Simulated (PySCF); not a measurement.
These are PBE-D3(BJ)/def2-TZVP // PBE-D3(BJ)/def2-SVP (PySCF) values and carry that method's errors. All species are isolated molecules in the gas phase. One relaxed conformer stands for a flexible species; it need not be the lowest. Excitations are Tamm–Dancoff values on a coarser integration grid. The basis has no diffuse functions, so Rydberg states are missing or too high.

Reference species (SMILES): `[C@H]1([SiH3])CC[C@@H](CC1)C=O` (O–C–C–C torsion 1°) (neutral, multiplicity 1).

The S1 oscillator strength comes out as 0.001. The S1–T1 gap (TDA) is 0.62 eV and the LUMO is -1.98 eV.

Changed species: `O=C[C@@H]1CCC[C@H]([SiH3])C1` (O–C–C–C torsion 122°).

Q: What does the change do to the S1 oscillator strength, S1–T1 gap (TDA) and LUMO?

A: the S1 oscillator strength stays essentially unchanged; the S1–T1 gap (TDA) is nearly the same; the LUMO falls by 0.02 eV, to -2.00 eV.
